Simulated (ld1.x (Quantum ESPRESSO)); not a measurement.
An all-electron radial function and its pseudo partner (indium)

Columns: radius, all-electron u(r) and pseudo u(r) of the 4d shell (level -18.62 eV) of indium in the configuration [Kr] 4d10 5s2 5p1; PBE, scalar-relativistic, TM scheme, ld1.x (Quantum ESPRESSO) 7.5.

```json
{"r (bohr)": "0.123", "all-electron": "0.3593", "pseudo": "-0.0122"}
{"r (bohr)": "0.245", "all-electron": "0.4834", "pseudo": "-0.0880"}
{"r (bohr)": "0.368", "all-electron": "0.1262", "pseudo": "-0.2565"}
{"r (bohr)": "0.490", "all-electron": "-0.3244", "pseudo": "-0.4896"}
{"r (bohr)": "0.613", "all-electron": "-0.6781", "pseudo": "-0.7277"}
{"r (bohr)": "0.735", "all-electron": "-0.8885", "pseudo": "-0.9047"}
{"r (bohr)": "0.858", "all-electron": "-0.9798", "pseudo": "-0.9932"}
{"r (bohr)": "0.980", "all-electron": "-0.9875", "pseudo": "-0.9996"}
{"r (bohr)": "1.103", "all-electron": "-0.9448", "pseudo": "-0.9519"}
{"r (bohr)": "1.225", "all-electron": "-0.8759", "pseudo": "-0.8783"}
{"r (bohr)": "1.348", "all-electron": "-0.7949", "pseudo": "-0.7952"}
{"r (bohr)": "1.470", "all-electron": "-0.7122", "pseudo": "-0.7122"}
{"r (bohr)": "1.593", "all-electron": "-0.6315", "pseudo": "-0.6315"}
{"r (bohr)": "1.715", "all-electron": "-0.5570", "pseudo": "-0.5570"}
{"r (bohr)": "1.838", "all-electron": "-0.4885", "pseudo": "-0.4885"}
{"r (bohr)": "1.960", "all-electron": "-0.4275", "pseudo": "-0.4275"}
{"r (bohr)": "2.083", "all-electron": "-0.3728", "pseudo": "-0.3728"}
{"r (bohr)": "2.205", "all-electron": "-0.3250", "pseudo": "-0.3250"}
{"r (bohr)": "2.328", "all-electron": "-0.2826", "pseudo": "-0.2826"}
{"r (bohr)": "2.450", "all-electron": "-0.2458", "pseudo": "-0.2458"}
{"r (bohr)": "2.573", "all-electron": "-0.2134", "pseudo": "-0.2134"}
{"r (bohr)": "2.695", "all-electron": "-0.1854", "pseudo": "-0.1854"}
{"r (bohr)": "2.818", "all-electron": "-0.1608", "pseudo": "-0.1608"}
{"r (bohr)": "2.940", "all-electron": "-0.1395", "pseudo": "-0.1395"}
{"r (bohr)": "3.063", "all-electron": "-0.1209", "pseudo": "-0.1209"}
{"r (bohr)": "3.185", "all-electron": "-0.1049", "pseudo": "-0.1049"}
```

(1) How many radial nodes do the two functions have?

(2) At about which radius was the pseudo-wave matched?

(3) Where does each function peak?

(4) Is the pseudo-wave norm-conserving?

## Answers

(1) The all-electron 4d function has n − l − 1 = 1; the pseudo-wave has 0, since the states of the same l below it are removed with the core.

(2) 1.55 bohr. The columns agree to 0.0005 from 1.35 bohr on; several derivatives are matched, so the curves merge somewhat inside the radius.

(3) Outermost all-electron maximum near 0.98 bohr, pseudo maximum near 0.98 bohr (to the table’s step).

(4) Yes: the TM scheme keeps the norm inside the radius equal to the all-electron one, which fixes the energy derivative of the logarithmic derivative at the level.
